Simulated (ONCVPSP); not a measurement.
# cerium: one change to an ONCV potential, before and after

* Element: Ce
* Generator: ONCVPSP 4.0.1
* Type: optimised norm-conserving Vanderbilt (ONCV)
* Functional: BLYP
* Relativity: scalar-relativistic
* Frozen core: [Kr] 4d10
* Valence charge: 12
* Reference configuration: 5s2 5p6 5d2 6s2
* Partial waves: 5s+6s: rc 2.55 bohr, ncon 4, nbas 7, qcut 4.5 1/bohr, 2 projectors; 5p: rc 2.75 bohr, ncon 4, nbas 8, qcut 5.8 1/bohr, 2 projectors, debl 1.4 Ha; 5d: rc 2.20 bohr, ncon 4, nbas 8, qcut 4.6 1/bohr, 2 projectors, debl 1.1 Ha; f scattering state at 0.38 Ha: rc 2.80 bohr, ncon 4, nbas 7, qcut 3.5 1/bohr, 1 projector
* Local potential: polynomial inside 1.60 bohr (lpopt 5, dvloc0 4 Ha)
* Core correction: Teter function, fcfact 4.5, rcfact 1.45

In the f channel the program set the typed energies aside and used -0.412 Ha.

Change: core correction Teter function, fcfact 4.5, rcfact 1.4.

Cutoffs: the cutoffs (Ha) at which the residual kinetic energy of the hardest occupied pseudo-wave falls to 1 and 0.1 mHa per electron; they do not see the model core or the augmentation charge, which bear on the density cutoff. Errors are all-electron minus pseudo energies relative to the spin-unpolarised reference configuration.

Problem. What does the change do?

Solution. The potential gets neither clearly harder nor softer (7.0 Ha and 9.0 Ha → 7.0 Ha and 9.0 Ha); the errors of the 4 common tests hardly move; neither file shows a bound ghost. A model core, the more so a compact one, raises the density cutoff, which this test does not measure.

| quantity | base | changed |
| --- | --- | --- |
| cutoff, loose | 7.0 Ha | 7.0 Ha |
| cutoff, tight | 9.0 Ha | 9.0 Ha |
| bound ghosts | none | none |
| GHOST(+) flags under 300 eV | s at 93.5 eV | s at 93.5 eV |
| error for 4f1 5s2 5p6 5d1 6s2, meV [ΔE -4.79 eV] | +2196 | +2201 |
| error for 4f1 5s2 5p6 5d1 6s1, meV [ΔE 1.19 eV] | +2180 | +2188 |
| error for 4f1 5s2 5p6 5d1 6s0, meV [ΔE 12.35 eV] | +2128 | +2136 |
| error for 4f1 5s2 5p6 5d1 6s0 6p2, meV [ΔE 0.33 eV] | +2196 | +2201 |
| s: phases at 2.58 bohr within 0.05 rad from the reference energy up to (Ha; the scan ends near 5) | 2.7 | 2.7 |
| p: phases at 2.79 bohr within 0.05 rad from the reference energy up to (Ha; the scan ends near 5) | 3.6 | 3.6 |
| d: phases at 2.24 bohr within 0.05 rad from the reference energy up to (Ha; the scan ends near 5) | 2.9 | 2.9 |
| f: phases at 2.84 bohr within 0.05 rad from the reference energy up to (Ha; the scan ends near 5) | -0.2 | -0.2 |
| rms error of d²Exc/dni dnj with the model core, mHa | 1.28 | 0.94 |

Base: The cutoffs count occupied waves only; projector 1 of the f channel, the hardest unoccupied one, needs 31 Ha at the loose tolerance. These tests converged, but a pseudo level misses the all-electron one widely, so the file describes the atom poorly there or has found another state: 4f1 5s2 5p6 5d1 6s2: 4f by 4.4 eV; 4f1 5s2 5p6 5d1 6s1: 4f by 4.4 eV; 4f1 5s2 5p6 5d1 6s0: 4f by 4.5 eV; 4f1 5s2 5p6 5d1 6s0 6p2: 4f by 4.4 eV. Changed file: The cutoffs count occupied waves only; projector 1 of the f channel, the hardest unoccupied one, needs 31 Ha at the loose tolerance. These tests converged, but a pseudo level misses the all-electron one widely, so the file describes the atom poorly there or has found another state: 4f1 5s2 5p6 5d1 6s2: 4f by 4.4 eV; 4f1 5s2 5p6 5d1 6s1: 4f by 4.5 eV; 4f1 5s2 5p6 5d1 6s0: 4f by 4.5 eV; 4f1 5s2 5p6 5d1 6s0 6p2: 4f by 4.4 eV.
